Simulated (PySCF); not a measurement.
Si(F)(OH) (FHOSi), SMILES O[Si]F (connectivity only; charge and spin as stated), neutral, multiplicity 1. Atoms are numbered in the order given.

```xyz
4

Si     0.6093    -0.0381     0.0000
F     -0.4964    -1.2328     0.0000
O     -0.3443     1.3003     0.0000
H     -1.3072     1.2255     0.0000
```

Geometry optimised at B3LYP-D3(BJ)/def2-TZVP. The values are those of a single conformer.

Vertical ionisation energy (IE) and electron affinity (EA) in eV. Rows of orbital energies are one-electron estimates. Where ΔSCF, EOM or ADC give a negative EA the extra electron is unbound and the value depends on the basis.

```json
[
 {"level": "−ε(HOMO), −ε(LUMO), r2SCAN/def2-TZVPD (PySCF)", "IE": "6.89", "EA": "2.39"},
 {"level": "ADC(2)/aug-cc-pVDZ (PySCF)", "IE": "(withheld)", "EA": "(withheld)"}
]
```

Q: What belongs in the gaps? (An estimate is asked for; the answer gives what the named calculation found.)

A: 
- ADC(2)/aug-cc-pVDZ (PySCF), IE: 10.06
- ADC(2)/aug-cc-pVDZ (PySCF), EA: -0.37

Q: Beyond the first one, list the lowest photoelectron lines from ADC(2)/aug-cc-pVDZ run with PySCF with their pole strengths (two spins summed). (The exact figures need the calculation; the answer reports its results.)

A: 12.07 eV (1.73), 12.23 eV (1.72), 14.30 eV (1.73), 14.37 eV (1.72), 16.31 eV (1.72).
